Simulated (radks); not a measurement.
Values are calculated unless marked as measured or tabulated.
Mo XVII, configuration [Ar] 3d8 (the NIST ground configuration).

Level of theory: scalar-relativistic Kohn-Sham, LDA (Slater exchange, VWN5 correlation), spin-polarised, spherical densities, point nucleus; open shells are filled with parallel spins first (spin-orbit coupling, left out, can overturn this in heavy ions) (a radial shooting solver on a logarithmic mesh with Libxc functionals).

Energy parts (eV):
part                       energy
total                 -107056.212
kinetic                110448.017
electron-nucleus      -246632.964
Hartree                 31990.296
exchange-correlation    -2861.561

Orbitals (lengths in bohr, moments of r in powers of bohr; <r^-3> diverges for s and p1/2; r(90%) holds 90 % of the orbital's charge):
| orbital | occ. | eigenvalue (eV) | <r^-3> | r(90%) |
|---|---|---|---|---|
| 1s up | 1 | -20239.03 | - | 0.0631 |
| 1s down | 1 | -20238.94 | - | 0.0631 |
| 2s up | 1 | -3234.222 | - | 0.237 |
| 2s down | 1 | -3230.544 | - | 0.237 |
| 2p up | 3 | -2940.842 | 2555 | 0.218 |
| 2p down | 3 | -2937.992 | 2559 | 0.218 |
| 3s up | 1 | -877.2728 | - | 0.613 |
| 3s down | 1 | -872.8264 | - | 0.614 |
| 3p up | 3 | -780.7245 | 462.3 | 0.622 |
| 3p down | 3 | -776.2456 | 459.6 | 0.623 |
| 3d up | 5 | -626.9526 | 63.63 | 0.610 |
| 3d down | 3 | -621.8886 | 63.32 | 0.612 |

The highest occupied level is 3d down at -621.89 eV. Spin moment in Bohr magnetons: 2. Summed over all electrons, <r^2> = 3.209 bohr^2, which gives a Langevin (diamagnetic) susceptibility term of -2.54 x 10^-6 cm^3/mol. For comparison, the ionisation energy in NIST's Atomic Spectra Database is 646 eV (theoretical). In exact Kohn-Sham theory the highest level is minus the ionisation energy, but local and semilocal functionals leave it too shallow, through self-interaction and a potential that decays too fast; potentials with the right tail come closer. The density falls to 0.001 e/bohr^3 at r = 1.29 bohr.
